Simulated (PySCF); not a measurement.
Pm²⁺ (promethium, charge +2) across methods

[Xe] 4f5, one real determinant. Calculation: PySCF 2.14, in x2c-TZVPPall (11s7p7d4f2g, 113 functions); scalar relativity by spin-free X2C-1e.

```tsv
method	E (hartree)	mean ε 5p α (eV)	mean ε 5p β (eV)	mean ε 4f α (eV)	Σ⟨r²⟩ (bohr²)	⟨S²⟩
r2SCAN	-10019.32	-37.027	-35.073	-16.506	41.05	8.755
UHF	-10015.57390	-42.321	-39.784	-25.443	40.96	8.756
PBE0	-10018.95	-38.116	-36.247	-18.713	41.02	8.753
PBE	-10018.97	-36.350	-34.614	-16.289	41.17	8.753
LDA	-10011.43	-36.542	-34.870	-16.464	41.15	8.752
```

⟨L²⟩ = 24.01 against 30 for a pure H term, so this real determinant mixes terms. Spin-orbit coupling, absent here, splits the open shell strongly.
